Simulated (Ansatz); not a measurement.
BGeH7Si (`B[SiH2][GeH3]`). The species carries charge 0 and has multiplicity 1. All single points use the PBE0-D4/def2-TZVP geometry.

```xyz
10

B    -0.373    1.810   -0.459
Si    0.928    0.313   -0.397
Ge   -0.388   -1.438    0.584
H    -1.114    1.940   -1.389
H    -0.517    2.536    0.479
H     2.104    0.523    0.491
H     1.395   -0.184   -1.721
H    -1.619   -1.749   -0.283
H    -0.873   -1.035    1.987
H     0.458   -2.717    0.708
```

Problem. What is the dipole moment at r2SCAN/def2-TZVPP? (An estimate is asked.)

Solution. Ansatz gave: 0.16 D, with components (0.11, 0.10, -0.06) D in this frame, pointing from negative to positive charge.

Problem. And with PBE, B3LYP, ωB97M-V? (Estimate.)

Solution. Ansatz gave: PBE 0.11 D, B3LYP 0.28 D, ωB97M-V 0.36 D.

Problem. Give the Mulliken charges with r2SCAN, PBE, ωB97M-V in def2-TZVPP. (An estimate is asked.)

Solution. The calculation gave: 
```csv
atom,r2SCAN,PBE,ωB97M-V
B1,-0.04,-0.04,-0.16
Si2,0.12,0.03,0.03
Ge3,0.02,0.02,-0.10
H4,0.02,0.04,0.10
H5,0.02,0.04,0.10
H6,-0.07,-0.05,-0.02
H7,-0.07,-0.05,-0.02
H8,-0.01,0.00,0.02
H9,-0.01,0.00,0.02
H10,-0.01,0.00,0.02
```

B3LYP here is the variant with VWN-RPA as its local correlation; programs differ in this.
